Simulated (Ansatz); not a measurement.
Stepwise reaction of `O[SiH](O)F` with ammonia, as a gas-phase model of exchange steps in deposition or etching. ΔE in kJ/mol; ΔG adds harmonic PBE0-D4 terms to CCSD(T)/CBS, at 1 bar.

Calculated with Ansatz (gas phase, PBE0-D4/def2-TZVP geometries, no zero-point term in ΔE). CCSD(T)/CBS is the MP2 limit (def2-TZVPP, def2-QZVPP) plus CCSD(T) − MP2 in def2-TZVPP, frozen cores. This one scheme is used for every species. DFT in def2-TZVPP. B3LYP here is the variant with VWN-RPA as its local correlation; programs differ in this. Each species was taken in one conformer, which may not be the lowest.

```csv
step,reaction,PBE-D4,B3LYP-D4,ωB97M-V,CCSD(T)/CBS,ΔG(500 K)
1,`O[SiH](O)F` + NH₃ → `N[SiH](O)F` + H₂O,43.6,47.2,46.8,44.8,43.5
2,`N[SiH](O)F` + NH₃ → `N[SiH](N)F` + H₂O,40.8,43.8,43.6,41.7,39.6
```

Q: By hand: ΔE of the 2 steps together at CCSD(T)/CBS.

A: (44.8) + (41.7) = 86.5 kJ/mol, or 43.2 kJ/mol a step.

In ΔE the steps differ by no more than 3.1 kJ/mol. All are uphill at CCSD(T)/CBS. ΔG lies between 39.6 and 43.5 kJ/mol a step. PBE-D4 differs from CCSD(T)/CBS by -1.2 to -0.9 kJ/mol a step. Isolated molecules leave out the surface, adducts and barriers. Largest T1 diagnostic: 0.011.
